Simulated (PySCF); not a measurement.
Q: What does the PBE0-D3(BJ)/def2-SVP structure of `CC#[N+][GaH2-][CH2][SiH3]` look like in three dimensions?

A: 
```xyz
16
C3H10GaNSi angstrom
C      2.947   -0.509    0.872
C      1.929   -0.143   -0.088
N      1.109    0.144   -0.844
Ga    -0.674    0.554   -1.945
C     -1.884    0.877   -0.382
Si    -1.887   -0.424    0.947
H      2.786   -1.546    1.200
H      2.887    0.156    1.745
H      3.944   -0.424    0.416
H     -0.196    1.820   -2.758
H     -0.808   -0.838   -2.680
H     -2.905    0.940   -0.802
H     -1.661    1.863    0.058
H     -2.866   -0.156    2.054
H     -0.542   -0.534    1.614
H     -2.204   -1.781    0.396
```

Orientation and origin are arbitrary. Atoms count from 1 in this order. N3 (nitrogen bonded to C and Ga) is bent (angle 168.8°). Of the pairs four or more bonds apart, C2···Si6 is among the closest relative to their van der Waals radii: 3.96 Å, 104 % of the sum of Bondi's values. Si6 (SiH3 silicon) is distorted tetrahedral (angles from 105.6° to 113.8°). Ga4 (gallium bonded to C, N and 2 H) is distorted tetrahedral (angles from 97.7° to 119.5°).

Bonds between heavy atoms (Å): C1–C2 1.446, C2≡N3 1.152, N3–Ga4 2.135, Ga4–C5 2.003, C5–Si6 1.861.

The calculation used PBE0-D3(BJ)/def2-SVP geometry optimisation, gas phase in PySCF.

Point group: C1 (no symmetry element, even within 0.4 Å). Not checked by PBE0-D3(BJ)/def2-SVP frequencies. One conformer, not necessarily the lowest (N3–Ga4–C5–Si6 -51°).

The run took 5.3 min wall on one thread of an Intel Xeon at 2.50 GHz, no GPU, shared host with 64 logical CPUs at a one-minute load of 54, and the process peaked at 0.64 GiB of memory. These figures are those of the optimisation.
